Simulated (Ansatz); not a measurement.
`[CH3][Al]([SH])[Cl]` + HBr → `[SH][Al]([Cl])[Br]` + CH₄ at 500 K and 1 bar (ligand exchange at the Al–C bond).

Isolated molecules relaxed with PBE0-D4/def2-TZVP in Ansatz; ΔE leaves out vibrations. CCSD(T)/CBS is the MP2 limit (def2-TZVPP, def2-QZVPP) plus CCSD(T) − MP2 in def2-TZVPP, frozen cores. This one scheme is used for every species. For Br outer-core shells are correlated without core-valence functions, which leaves a few kJ/mol of doubt a bond. Scalar relativity is left out up to krypton. One conformer a species, not always the lowest.

```
              species  CCSD(T)/CBS energy (Eh)  H − E (kJ/mol)  S (J/(mol·K))
`[CH3][Al]([SH])[Cl]`              -1140.16049           166.6          412.3
                  HBr              -2573.91920            30.5          213.7
 `[SH][Al]([Cl])[Br]`              -3673.67780            69.8          396.3
                  CH₄                -40.46206           135.6          206.8
```

H − E and S are ideal-gas, rigid-rotor, harmonic terms from PBE0-D4/def2-TZVP, for one conformer and one mirror image of each species. 1 Eh = 2625.50 kJ/mol, R = 8.31446 J/(mol·K).

Q: By hand: ΔE, ΔH, ΔS and ΔG.

A: ΔE = (-3673.67780) + (-40.46206) − (-1140.16049) − (-2573.91920) = -0.06017 Eh = -158.0 kJ/mol. Δ(H − E) = 69.8 + 135.6 − 166.6 − 30.5 = 8.3, so ΔH = -149.7 kJ/mol. ΔS = 396.3 + 206.8 − 412.3 − 213.7 = -22.9 J/(mol·K). ΔG = -149.7 − 500 × (-22.9)/1000 = -138.2 kJ/mol.

Q: By hand: the equilibrium constant, and the temperature at which ΔG would vanish if ΔH and ΔS stayed fixed.

A: log₁₀ K = −ΔG/(RT ln 10) = 14.4. ΔG = 0 at ΔH/ΔS = 6537 K, far beyond where these terms or the molecules hold.

ΔH outweighs TΔS. A doubt of 5 kJ/mol in ΔE shifts log₁₀ K by 0.5 here. Other conformers and mirror images would add mixing entropy, several J/(mol·K) or more a flexible species. Modes under 60 cm⁻¹, often nearly free rotors, make the harmonic entropy too high. These are equilibria of isolated gas molecules and say nothing of rates. Largest T1 diagnostic: 0.010 (customary marks: 0.02 for closed shells, 0.045 for open ones).
